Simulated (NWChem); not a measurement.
Species: CH$_{6}$BOP; SMILES PB(C)O

```xyz
10

B     -0.1066    -0.4591     0.0540
C      1.1330    -1.4324     0.0103
H      1.4631    -1.5497    -1.0369
H      0.9193    -2.4400     0.4050
H      1.9967    -1.0239     0.5583
O     -1.3756    -0.8947     0.2518
H     -1.4273    -1.8479     0.3870
P      0.1183     1.4606    -0.0525
H     -1.0179     1.7507    -0.8608
H      1.0679     1.4729    -1.1158
```
Atoms are numbered in this order, from 1.

Results from NWChem. Pople sets run with spherical d functions. Geometry: optimised at PBE0/def2-SVP. Vzz is the largest principal value of the second derivative of the potential at the nucleus (NWChem prints the opposite sign); η is the asymmetry. Non-relativistic.

| level | Vzz B1 (a.u.) | η B1 | Vzz O6 (a.u.) | η O6 |
|---|---|---|---|---|
| PBE0/def2-SVP | 0.375 | 0.27 | 1.283 | 0.06 |
| PBE0/6-31G* | 0.363 | 0.28 | 1.248 | 0.02 |
| PBE/6-31G* | 0.336 | 0.29 | 1.222 | 0.06 |
| PBE/def2-SVP | 0.348 | 0.28 | 1.252 | 0.10 |
